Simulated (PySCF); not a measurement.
SMILES CSC[SiH2]SC (C3H10S2Si), singlet, GFN2-xTB optimised geometry.

```
16

C      1.43    -2.68     0.00
S     -0.38    -2.68     0.00
C     -0.72    -0.89     0.00
Si    -0.14    -0.05    -1.60
S     -1.08     1.87    -1.82
C     -0.56     2.69    -0.28
H      1.74    -3.71     0.18
H      1.79    -2.04     0.80
H      1.80    -2.35    -0.96
H     -0.27    -0.48     0.90
H     -1.80    -0.82     0.11
H      1.31     0.18    -1.54
H     -0.55    -0.79    -2.78
H     -1.01     2.18     0.57
H      0.52     2.68    -0.20
H     -0.92     3.71    -0.33
```

Density from PBE0/def2-TZVP (PySCF) at that geometry.

Minimum of the electron density along straight lines between bonded atoms, close to the bond critical point (lines longer than 1.1 times the sum of covalent radii, or with two minima, are not listed):

```json
[
 {"bond": "C1–S2", "length / Å": "1.813", "ρ at the minimum / e bohr⁻³": "0.182", "∇²ρ there / e bohr⁻⁵": "-0.31", "position (fraction from the first atom)": "0.47"},
 {"bond": "S2–C3", "length / Å": "1.825", "ρ at the minimum / e bohr⁻³": "0.176", "∇²ρ there / e bohr⁻⁵": "-0.27", "position (fraction from the first atom)": "0.53"},
 {"bond": "C3–Si4", "length / Å": "1.904", "ρ at the minimum / e bohr⁻³": "0.117", "∇²ρ there / e bohr⁻⁵": "0.16", "position (fraction from the first atom)": "0.61"},
 {"bond": "Si4–S5", "length / Å": "2.146", "ρ at the minimum / e bohr⁻³": "0.099", "∇²ρ there / e bohr⁻⁵": "0.10", "position (fraction from the first atom)": "0.36"},
 {"bond": "S5–C6", "length / Å": "1.823", "ρ at the minimum / e bohr⁻³": "0.176", "∇²ρ there / e bohr⁻⁵": "-0.28", "position (fraction from the first atom)": "0.53"},
 {"bond": "C1–H7", "length / Å": "1.085", "ρ at the minimum / e bohr⁻³": "0.282", "∇²ρ there / e bohr⁻⁵": "-0.98", "position (fraction from the first atom)": "0.65"},
 {"bond": "C1–H8", "length / Å": "1.086", "ρ at the minimum / e bohr⁻³": "0.282", "∇²ρ there / e bohr⁻⁵": "-0.98", "position (fraction from the first atom)": "0.64"},
 {"bond": "C1–H9", "length / Å": "1.086", "ρ at the minimum / e bohr⁻³": "0.283", "∇²ρ there / e bohr⁻⁵": "-0.98", "position (fraction from the first atom)": "0.64"},
 {"bond": "C3–H10", "length / Å": "1.091", "ρ at the minimum / e bohr⁻³": "0.276", "∇²ρ there / e bohr⁻⁵": "-0.93", "position (fraction from the first atom)": "0.64"},
 {"bond": "C3–H11", "length / Å": "1.090", "ρ at the minimum / e bohr⁻³": "0.277", "∇²ρ there / e bohr⁻⁵": "-0.94", "position (fraction from the first atom)": "0.65"},
 {"bond": "Si4–H12", "length / Å": "1.466", "ρ at the minimum / e bohr⁻³": "0.125", "∇²ρ there / e bohr⁻⁵": "0.18", "position (fraction from the first atom)": "0.49"},
 {"bond": "Si4–H13", "length / Å": "1.451", "ρ at the minimum / e bohr⁻³": "0.129", "∇²ρ there / e bohr⁻⁵": "0.19", "position (fraction from the first atom)": "0.50"},
 {"bond": "C6–H14", "length / Å": "1.085", "ρ at the minimum / e bohr⁻³": "0.283", "∇²ρ there / e bohr⁻⁵": "-0.99", "position (fraction from the first atom)": "0.65"},
 {"bond": "C6–H15", "length / Å": "1.085", "ρ at the minimum / e bohr⁻³": "0.283", "∇²ρ there / e bohr⁻⁵": "-0.99", "position (fraction from the first atom)": "0.65"},
 {"bond": "C6–H16", "length / Å": "1.085", "ρ at the minimum / e bohr⁻³": "0.283", "∇²ρ there / e bohr⁻⁵": "-0.99", "position (fraction from the first atom)": "0.65"}
]
```
